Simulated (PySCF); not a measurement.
Species: 4-(methylthio)phenol, C7H8OS.
Numbering: `[CH3:1][S:2][c:3]1[cH:4][cH:5][c:6]([OH:7])[cH:8][cH:9]1` (hydrogens: H10, H11, H12 on C1; H13 on C4; H14 on C5; H15 on O7; H16 on C8; H17 on C9)

Structure used (PBE0-D3(BJ)/def2-SVP), in Å, numbered top down from 1:
```xyz
17
C7H8OS angstrom
C      3.2046   -0.2447   -0.1612
S      2.1361   -1.3283    0.7929
C      0.5454   -0.5877    0.5959
C      0.2841    0.5557   -0.1624
C     -1.0119    1.0638   -0.2586
C     -2.0714    0.4394    0.3988
O     -3.3442    0.8887    0.3378
C     -1.8150   -0.7071    1.1603
C     -0.5269   -1.2100    1.2560
H      4.2174   -0.6575   -0.0570
H      3.2020    0.7829    0.2325
H      2.9363   -0.2382   -1.2285
H      1.0856    1.0712   -0.6926
H     -1.1952    1.9615   -0.8578
H     -3.3753    1.6760   -0.2153
H     -2.6467   -1.1927    1.6745
H     -0.3435   -2.1056    1.8556
```

Linear response at wB97X-D/def2-SVPD (PySCF, frozen core in the response, non-relativistic).

Static isotropic polarisability: 108.89 au (16.14 Å³), principal values 66.7, 108.7, 151.3 au.

What is the polarisability at 1064 nm and at the sodium D line?

110.37 au at 1064 nm (+1.4 %), 114.05 au at 589.3 nm (+4.7 %). The rise at 589.3 nm is 3.50 times that at 1064 nm; a pure ω² law gives 3.26. The lowest singlet lies at 270 nm, shorter than both wavelengths.

What is the isotropic C6 coefficient between two such molecules, C6 = (3/π)∫α(iω)² dω?

4317 au (Eh·bohr⁶) by a ten-point quadrature over imaginary frequencies, which is 2580 eV·Å⁶ or 249 J·nm⁶/mol.

Which effective excitation energy ω̄ makes London's formula C6 = (3/4)α²ω̄ exact here?

ω̄ = 4·C6/(3α²) = 0.485 Eh = 13.2 eV. A one-pole form α(ω) = α/(1 − ω²/ω̄²) fitted to the 1064 nm value gives 10.1 eV.

What n − 1 at the D line would an ideal gas of it have at 273.15 K and 1 atm (2.6868 × 10¹⁹ cm⁻³), by n − 1 = 2π·N·α′?

28.53 × 10⁻⁴, a formal value whether or not that pressure can be reached.

The lowest 6 singlets have (eV, f): 4.59, 0.033; 5.33, 0.249; 5.36, 0.031; 5.87, 0.004; 6.13, 0.010; 6.43, 0.007. What share of the static polarisability do they carry in the sum over states α = Σ f/ω²?

8.84 au, 8.1 % of α; the largest term, 6.48 au, is that of the state at 5.33 eV. Their oscillator strengths add up to 0.33. Higher states carry the rest.

How many electrons N does the Slater–Kirkwood formula C6 = (3/4)·√N·α^(3/2) need to give this C6?

N = (4·C6/3)²/α³ = 25.7; the species has 74 electrons in all.

What molar refraction at the D line follows from R = (4π/3)·N_A·α′, with α′ the polarisability volume?

α′ = 16.90 Å³ gives R = 42.63 cm³/mol, for isolated, non-vibrating species.

How anisotropic is the static polarisability, by Δα² = ½[(α1 − α2)² + (α2 − α3)² + (α3 − α1)²]?

Δα = 73.2 au, or 0.67 of the isotropic value.

What three-body coefficient follows from the one-pole estimate C9 = (3/4)·α·C6?

353000 au. This is an estimate from the two numbers above, not a computed integral.

One conformer stands for the species.

wB97X-D is run here without its empirical dispersion term; that term would change no orbital, density or response property at a fixed geometry.
